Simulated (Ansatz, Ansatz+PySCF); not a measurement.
```
atom   x (Å)   y (Å)    z (Å)
  Sc  0.0000  0.0000  -0.4520
   O  0.0000  0.0000   1.1864
```

Basis set: def2-SVP (spherical functions). Left uncorrelated: 6 orbitals. Correlation on ROHF uses semicanonical orbitals with singles. Charge 0, multiplicity 2.

Computed with Ansatz (development build ahead of 0.2.0); each method stands on the lowest determinant of its kind that the runs found. Restricted functionals stand beside restricted open-shell atoms, which can lie above the unrestricted atoms usual in DFT and then raise those values.

The atomization energy at this shape (free ground-state atoms in the same class of orbitals less the molecule, no zero-point energy) of doublet ScO:

```json
{"method": "ωB97X (unrestricted)", "atomization energy": "6.66 eV"}
{"method": "ωB97X (restricted open-shell)", "atomization energy": "6.74 eV"}
{"method": "r²SCAN (unrestricted)", "atomization energy": "7.52 eV"}
{"method": "r²SCAN (restricted open-shell)", "atomization energy": "7.79 eV"}
{"method": "PBE0 (unrestricted)", "atomization energy": "6.99 eV"}
{"method": "PBE0 (restricted open-shell)", "atomization energy": "7.08 eV"}
{"method": "PBE (unrestricted)", "atomization energy": "8.01 eV"}
{"method": "ROHF-CCSD(T)", "atomization energy": "6.33 eV"}
{"method": "ROHF-CCSD", "atomization energy": "5.89 eV"}
{"method": "ROHF-MP2", "atomization energy": "7.13 eV"}
{"method": "UHF", "atomization energy": "2.98 eV"}
{"method": "ROHF", "atomization energy": "3.14 eV"}
```

**Question.** What does PBE (restricted open-shell) give?

**Answer.** 8.12 eV. Caution for r²SCAN (unrestricted), PBE (unrestricted): a free atom is spin contaminated.
